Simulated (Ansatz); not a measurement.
Consider the ligand exchange at a Ga–C bond: `CC(C)(C)[CH2][Ga]([F])[F]` + H₂S → `[F][Ga]([F])[SH]` + `CC(C)(C)C`.

Gas-phase electronic energies from Ansatz, PBE0-D4/def2-TZVP geometries. CCSD(T)/CBS is the MP2 limit (def2-TZVPP, def2-QZVPP) plus CCSD(T) − MP2 in def2-TZVPP, frozen cores. This one scheme is used for every species. Functionals use def2-TZVPP. B3LYP here is the variant with VWN-RPA as its local correlation; programs differ in this. HSE06 is defined as in plane-wave codes. For Ga outer-core shells are correlated without core-valence functions, which leaves a few kJ/mol of doubt a bond. Scalar relativity is left out up to krypton. One conformer a species, not always the lowest.

```csv
level,ΔE (kcal/mol),difference from CCSD(T)/CBS
B3LYP-D4,-18.6,-0.9
r2SCAN0-D4,-20.3,-2.6
revPBE,-21.0,-3.3
BLYP,-20.5,-2.8
r2SCAN0,-20.9,-3.2
HSE06,-20.7,-3.0
BHLYP,-21.8,-4.1
HF/def2-TZVPP,-24.7,-7.0
CCSD(T)/def2-TZVPP,-18.5,-0.8
SCS-MP2/def2-QZVPP,-19.0,-1.3
CCSD(T)/CBS,-17.7,0
```

Largest T1 diagnostic among the species: 0.014.

Leaving LDA and LC-ωPBE aside and taking each functional with its dispersion term where it has one, the values, not all of them listed here, spread over 3.0 kcal/mol, from B97M-V to BLYP-D4. LDA lies +3.0 kcal/mol from PBE without D4. At CCSD(T), def2-SVP lies −2.6 kcal/mol from the extrapolated value and def2-TZVPP −0.8 kcal/mol.
